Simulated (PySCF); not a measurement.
## Ni (nickel, neutral) across methods

[Ar] 3d8 4s2, high-spin 3F determinant. Computed with PySCF 2.14 in ANO-RCC-VTZP (6s5p3d2f1g, 59 functions), with scalar relativity by spin-free X2C-1e.

```
   method  E (hartree)  mean ε 3d β (eV)  mean ε 4s α (eV)  mean ε 4s β (eV)  Σ⟨r²⟩ (bohr²)   ⟨S²⟩
     PBE0    -1520.328           -10.722            -6.579            -6.210          35.91  2.003
      LDA    -1517.790            -8.528            -6.148            -5.794          35.65  2.002
      PBE    -1520.328            -8.375            -5.899            -5.532          35.87  2.002
CAM-B3LYP    -1520.672           -12.253            -7.806            -7.486          35.88  2.002
  wB97M-V    -1520.442           -13.255            -8.560            -8.290          36.00  2.002
   r2SCAN    -1520.542            -8.727            -6.083            -5.698          35.67  2.004
    HSE06    -1520.344           -10.309            -6.265            -5.892          35.82  2.003
```

**Question.** Estimate the same row for UHF.

**Answer.** E (hartree) = -1519.09930; mean ε 3d β (eV) = -17.262; mean ε 4s α (eV) = -7.916; mean ε 4s β (eV) = -7.460; Σ⟨r²⟩ (bohr²) = 37.37; ⟨S²⟩ = 2.005.
